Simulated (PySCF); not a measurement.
Gas-phase XPS of BH2(nPr), computed

BH2(nPr), C3H9B.
Z-matrix (Å and degrees, PBE0-D3(BJ)/def2-SVP geometry), rows numbered from 1:
```
B 
H   1  1.2118
H   1  1.2126  2  117.91
C   1  1.5613  2  121.77  3   175.80
C   4  1.5434  1  107.59  2   -96.72
C   5  1.5220  4  112.89  1  -179.53
H   4  1.1041  1  111.35  2   145.07
H   4  1.1022  1  112.94  2    23.41
H   5  1.1042  4  109.82  1    58.46
H   5  1.1038  4  109.65  1   -57.32
H   6  1.1016  5  111.06  4    60.50
H   6  1.1010  5  111.40  4  -179.30
H   6  1.1014  5  111.17  4   -59.11
```

Computed with delta-SCF UKS SCAN, pcX-2 on the ionised atom, pcseg-1 elsewhere, spin-free X2C in PySCF. Each binding energy is the total energy of the core-ionised species, with the hole localised on one atom, minus that of the ground state; both are solved self-consistently, so orbital relaxation is included.

Q: List the computed XPS lines with their assignment.

A: 
```
atom(s)     bonded to  level  binding energy (eV)  above the level's lowest (eV)  count
     B1     C and 2 H   B 1s               196.12                           0.00      1
     C4  C, 2 H and B   C 1s               290.12                           0.00      1
     C5   2 C and 2 H   C 1s               290.83                          +0.71      1
     C6     C and 3 H   C 1s               290.63                          +0.51      1
```

The listed C 1s values span 0.71 eV, from C4 (bonded to C, 2 H and B) to C5 (bonded to 2 C and 2 H).

Q: Give the binding energy of C 1s of C5 in hartree and in kJ/mol.

A: 290.83 eV = 10.6878 Eh = 28061 kJ/mol.

Geometry: PBE0-D3(BJ)/def2-SVP, one conformer, isolated molecule.

Hardware: Arm Neoverse V1, one thread, shared host with 32 logical CPUs at a one-minute load of 26. Cost: 23 s, 0.44 GiB resident at most.
